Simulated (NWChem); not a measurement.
Molecule: C4H4BF; SMILES FB1C=CC=C1

```xyz
10

F      0.0000     0.0000    -2.1113
B      0.0000     0.0000    -0.7915
C      0.0000    -1.2691     0.1525
C      0.0000    -0.7539     1.3942
C      0.0000     0.7539     1.3942
C      0.0000     1.2691     0.1525
H      0.0000    -2.3363    -0.0724
H      0.0000    -1.3239     2.3292
H      0.0000     1.3239     2.3292
H      0.0000     2.3363    -0.0724
```
Atoms are numbered in this order, from 1.

Results from NWChem. Pople sets run with spherical d functions. Coordinates come from a PBE0/def2-SVP optimisation. B3LYP is NWChem's, with the RPA form of VWN correlation. GIAO values for the isolated, static molecule; σ is the absolute isotropic shielding, δ = σ(reference) − σ with the isolated reference molecule computed at the same levels (11B: boron trifluoride, 13C: tetramethylsilane, 19F: trichlorofluoromethane, 1H: tetramethylsilane).

| level | δ F1 (ppm) | δ B2 (ppm) | δ C3 (ppm) | δ C4 (ppm) | δ H7 (ppm) | δ H8 (ppm) |
|---|---|---|---|---|---|---|
| PBE0/pcSseg-1 | -30.6 | 40.5 | 128.5 | 168.3 | 5.41 | 6.81 |
| B3LYP/6-311G** | -40.8 | 42.0 | 126.5 | 166.1 | 5.18 | 6.76 |
| PBE/pcSseg-1 | (withheld) | 40.9 | 126.1 | 166.5 | (withheld) | 6.76 |

Q: Complete the blanks.

A: 
- PBE/pcSseg-1, δ F1 (ppm): -31.1
- PBE/pcSseg-1, δ H7 (ppm): 5.23
